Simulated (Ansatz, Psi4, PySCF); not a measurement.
HIn, singlet, geometry from GFN2-xTB (such geometries of metal compounds can be far from the true shape) (core potentials on In). Base run: PySCF with PBE0/def2-SVP.

Input for PySCF:
```python
from pyscf import gto, scf, dft

mol = gto.Mole()
mol.atom = '''
    In   -0.00000000   -0.00000000   -0.03940380
    H     0.00000000    0.00000000    1.93078643
'''
mol.basis = 'def2-svp'
mol.ecp = {'In': 'def2-svp'}
mol.verbose = 4
mol.build()

mf = dft.RKS(mol)
mf.xc = 'pbe0'
mf.kernel()
```

The same geometry, method and basis name were run in Ansatz (a quantum-chemistry and plane-wave program) and Psi4 and PySCF, at each program's defaults and at the settings that a row names. The base is PySCF at its defaults. Differences at the defaults can come from grids, fitting, cores and function types together.

| code and settings | ΔE vs base (µEh) | basis functions | E (Eh) | SCF cycles | dipole (D) |
|---|---|---|---|---|---|
| PySCF, defaults (exact integrals, its default grid, spherical functions) | 0.0 | 31 | -190.70350 | 8 | 1.13 |
| Psi4, defaults (density fitting with its default set, its default grid, spherical functions) | -65.0 | 31 | -190.70356 | 7 | 1.13 |
| Ansatz, defaults (factorised integrals, its default grid, spherical functions) | 0.1 | 31 | -190.70350 | - | - |
| PySCF, density fitting with def2-universal-jkfit | -68.0 | 31 | -190.70357 | 8 | 1.13 |
| PySCF, fine grid | -0.1 | 31 | -190.70350 | 8 | 1.13 |
| Psi4, exact integrals, spherical functions, fine grid | -0.1 | 31 | -190.70350 | 9 | 1.13 |
| Ansatz, high accuracy | 0.0 | 31 | -190.70350 | - | - |
